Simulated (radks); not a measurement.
The numbers below are computed, except where a source is named.
Question: Isoelectronic series with 2 electrons, all held in the configuration [He], which need not be the ground one along the series. Level of theory: scalar-relativistic Kohn-Sham, PBE, spin-unpolarised, spherical densities, point nucleus (a radial shooting solver on a logarithmic mesh with Libxc functionals). Total energies (hartree) and mean radii <r> (bohr):

ion    E (hartree)       1s
He        -2.89307   0.9458
B3+      -21.98899   0.3264
O6+      -59.11736   0.1973
Si12+   -187.72338   0.1100
Cl15+   -279.39083  0.08994
V21+    -518.13701  0.06577
Fe24+   -665.57645  0.05791
Cu27+   -832.01924  0.05168
Ge30+  -1017.72625  0.04662
Br33+  -1222.99415  0.04242
Sr36+  -1448.15787  0.03887
Nb39+  -1693.59364  0.03584
Ru42+  -1959.72233  0.03321
Ag45+  -2247.01357  0.03091
Sn48+  -2555.99035  0.02887
I51+   -2887.23453  0.02706
Ba54+   -3241.3932  0.02543
Pr57+   -3619.1864  0.02395
Sm60+   -4021.4157  0.02261
Tb63+   -4448.9748  0.02139
Er66+   -4902.8626  0.02026
Lu69+   -5384.1974  0.01922

Estimate the row of Ca18+.

Answer: E (hartree) -389.47363; 1s 0.07602.
